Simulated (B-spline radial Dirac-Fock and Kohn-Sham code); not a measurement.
## Dipole and non-dipole photoemission parameters of Tl⁺ 4f5/2

System: the Tl⁺ ion in the configuration [Xe] 4f14 5d10 6s2; threshold 140.1 eV (orbital energy of the model). Method: Dirac-Hartree-Slater photoionisation with a Latter tail; cross sections with all multipoles, angular parameters from the dipole term and its interference with E2. Computed with a radial atomic solver.

Input file task.json (cfg lists n, l and occupation; rrms is the nuclear radius in fm):

```json
{"items": [{
  "Z": 81,
  "q": 1,
  "cfg": [[1, 0, 2], [2, 0, 2], [2, 1, 6], [3, 0, 2], [3, 1, 6], [3, 2, 10], [4, 0, 2], [4, 1, 6], [4, 2, 10], [4, 3, 14], [5, 0, 2], [5, 1, 6], [5, 2, 10], [6, 0, 2]],
  "A": 205,
  "rrms": 5.4759,
  "do": "xps",
  "hv": [63.8, 64.7, 75.3, 87.8, 88.5, 150, 173.0, 200, 236.0, 265.0, 285.0, 410.0, 516.0, 800, 836.0, 848.0, 1310.0, 1530.0, 1690.0, 1750.0, 2000, 3000.0, 3570.0, 4940.0, 5460.0, 8047.8, 9251.7, 12000, 12600.0, 15000]
}]}
```

Command: `python xray2_run.py task.json out`

For linearly polarised light dσ/dΩ = σ/(4π) [1 + β P₂(cos θ) + (δ + γ cos²θ) sin θ cos φ], with θ from the polarisation vector and φ the angle between the beam and the projection of the electron momentum on the plane normal to the polarisation.

```
hν (eV)  σ (kb)      β       γ       δ
    150     183  0.704  -0.033  -0.006
    173     231  1.769   0.017   0.002
    200     513  1.175   0.015   0.006
    236    1140  0.500   0.001   0.009
    265    1640  0.324  -0.005   0.011
    285    1880  0.282  -0.007   0.011
    410    2010  0.389  -0.011   0.018
    516    1540  0.538  -0.009   0.024
    800     658  0.805   0.020   0.041
    836     594  0.828   0.025   0.043
    848     574  0.835   0.028   0.043
   1310     181  1.002   0.135   0.069
   1530     114  1.037   0.197   0.080
   1690    84.3  1.052   0.245   0.088
   1750    75.6  1.056   0.263   0.090
   2000    49.4  1.066   0.338   0.102
   3000    12.5  1.045   0.618   0.147
   3570    6.72  1.016   0.756   0.172
   4940    2.00  0.941   1.027   0.229
   5460       ?      ?       ?       ?
 8047.8   0.289  0.796   1.432   0.353
 9251.7   0.163  0.752   1.543   0.399
  12000  0.0542  0.670   1.737   0.498
  12600  0.0440  0.655   1.771   0.519
  15000  0.0207  0.600   1.887   0.599
```

Q: Give the values at 5460 eV.

A: σ = 1.36 kb, β = 0.913, γ = 1.111, δ = 0.251.
